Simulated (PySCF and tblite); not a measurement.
The numbers below are computed, except where a source is named.
Conformers and averaged properties: C₄H₁₀GeS, numbered as in [CH3:1][S:2][C@H:3]1[CH2:4][C@@H:5]1[GeH3:6]

Conformers came from 60 starts (ETKDG and KDG, UFF, GFN2-xTB); geometries are GFN2-xTB. Weights use BHandHLYP-D3(BJ)/pcSseg-1 (IEF-PCM, acetone), grid level 1 energies plus GFN2-xTB zero-point and thermal terms (modes under about 100 cm⁻¹ blended into free rotors). Symmetry numbers and mirror images are counted. Conformers within 2.5 kcal/mol (GFN2-xTB free energy) were kept, 5 at most. GIAO shieldings: BHandHLYP/pcSseg-1 (IEF-PCM, acetone), grid level 1. Run with PySCF (density fitting) and tblite.

Torsions listed: C1–S2–C3–C4.

```json
{"conformer": "1", "shape": "-148°", "symmetry": "C1", "E(GFN2) kcal/mol": "0.00", "E(DFT) kcal/mol": "0.00", "G(298.15 K) kcal/mol": "0.00", "weight %": "61.8", "dipole D": "1.55"}
{"conformer": "2", "shape": "80°", "symmetry": "C1", "E(GFN2) kcal/mol": "0.44", "E(DFT) kcal/mol": "0.30", "G(298.15 K) kcal/mol": "0.29", "weight %": "38.2", "dipole D": "2.14"}
```

Weights (%) against temperature:

```json
{"T (K)": "250", "1": "64.3", "2": "35.7", "S(mix) cal/mol/K": "1.29"}
{"T (K)": "298.15", "1": "61.8", "2": "38.2", "S(mix) cal/mol/K": "1.32"}
{"T (K)": "350", "1": "59.9", "2": "40.1", "S(mix) cal/mol/K": "1.34"}
```

Coordinates of conformer 1 (Å):

```xyz
16

C     2.496    0.376   -0.702
S     1.958    0.428    1.032
C     0.359   -0.356    0.815
C    -0.770    0.049    1.698
C    -0.772    0.454    0.251
Ge   -1.998   -0.382   -1.014
H     3.455    0.880   -0.753
H     2.600   -0.659   -1.018
H     1.765    0.892   -1.320
H     0.449   -1.400    0.538
H    -0.581    0.810    2.439
H    -1.451   -0.725    2.026
H    -0.543    1.499    0.069
H    -1.491   -0.250   -2.415
H    -2.124   -1.837   -0.699
H    -3.359    0.230   -0.958
```

Coordinates of conformer 2 (Å):

```xyz
16

C     2.974    0.120    0.257
S     1.725   -0.662   -0.806
C     0.267   -0.253    0.159
C    -0.323    1.112    0.047
C    -1.034   -0.065   -0.558
Ge   -2.669   -0.749    0.256
H     3.938   -0.050   -0.211
H     2.773    1.186    0.327
H     2.950   -0.339    1.241
H     0.266   -0.745    1.126
H     0.153    1.816   -0.621
H    -0.728    1.560    0.944
H    -0.975   -0.138   -1.638
H    -3.873   -0.027   -0.253
H    -2.851   -2.206   -0.013
H    -2.600   -0.551    1.736
```

Spin–orbit effects of the heavy atoms on shieldings are missing.
